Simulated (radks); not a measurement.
Results of a calculation; reference values are marked as such.
Zn+, 29 electrons, occupied as [Ar] 3d10 4s1.

Level of theory: scalar-relativistic Kohn-Sham, PBEsol, spin-polarised, spherical densities, point nucleus; open shells are filled with parallel spins first (a radial shooting solver on a logarithmic mesh with Libxc functionals).

Energy parts (hartree):
| part | energy |
|---|---|
| total | -1794.24949 |
| kinetic | 1822.64983 |
| electron-nucleus | -4315.25035 |
| Hartree | 768.22510 |
| exchange-correlation | -69.87408 |

Orbitals (lengths in bohr, moments of r in powers of bohr; <r^-3> diverges for s and p1/2):
| orbital | occ. | eigenvalue (hartree) | <r^2> | <r^4> | <r^-3> |
|---|---|---|---|---|---|
| 1s up | 1 | -350.1075 | 0.003409 | 0.00002989 | - |
| 1s down | 1 | -350.1057 | 0.003409 | 0.00002989 | - |
| 2s down | 1 | -42.87623 | 0.06045 | 0.006345 | - |
| 2s up | 1 | -42.87576 | 0.06045 | 0.006345 | - |
| 2p down | 3 | -37.22410 | 0.04825 | 0.004699 | 793.9 |
| 2p up | 3 | -37.22410 | 0.04825 | 0.004699 | 793.9 |
| 3s up | 1 | -5.09120 | 0.5380 | 0.4734 | - |
| 3s down | 1 | -5.09095 | 0.5373 | 0.4712 | - |
| 3p up | 3 | -3.41393 | 0.6040 | 0.6498 | 102.6 |
| 3p down | 3 | -3.41282 | 0.6020 | 0.6429 | 102.8 |
| 3d up | 5 | -0.72909 | 1.099 | 3.484 | 9.448 |
| 3d down | 5 | -0.72104 | 1.053 | 3.133 | 9.610 |
| 4s up | 1 | -0.53497 | 6.494 | 69.19 | - |
| 4s down | 0 | -0.48488 | 6.575 | 71.85 | - |

The highest occupied level is 4s up at -14.557 eV. The density falls to 0.001 e/bohr^3 at r = 3.61 bohr. Summed over all electrons, <r^2> = 22.36 bohr^2, which gives a Langevin (diamagnetic) susceptibility term of -17.7 x 10^-6 cm^3/mol. For comparison, the ionisation energy in NIST's Atomic Spectra Database is 17.964 eV (measured). In exact Kohn-Sham theory the highest level is minus the ionisation energy, but local and semilocal functionals leave it too shallow, through self-interaction and a potential that decays too fast; potentials with the right tail come closer.
